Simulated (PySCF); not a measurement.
O2P2, SMILES o1p2op12. Heavy atoms are numbered as in [p:1]12[p:2]([o:3]1)[o:4]2.

Geometry: B3LYP-D3(BJ)/def2-SVP.

Computed with PBE/pcSseg-2 (PySCF).

GIAO shieldings, no solvent; atoms alike by connectivity are averaged. δ = σ(ref) − σ: ³¹P against PH3 (σ = 572.3 ppm); ¹⁷O against H2O (σ = 327.5 ppm), references at their B3LYP-D3(BJ)/def2-TZVP geometries, non-relativistic.

```tsv
nucleus	atoms	count	δ (ppm)
³¹P	P1	2	724.6
¹⁷O	O3	2	492.3
```
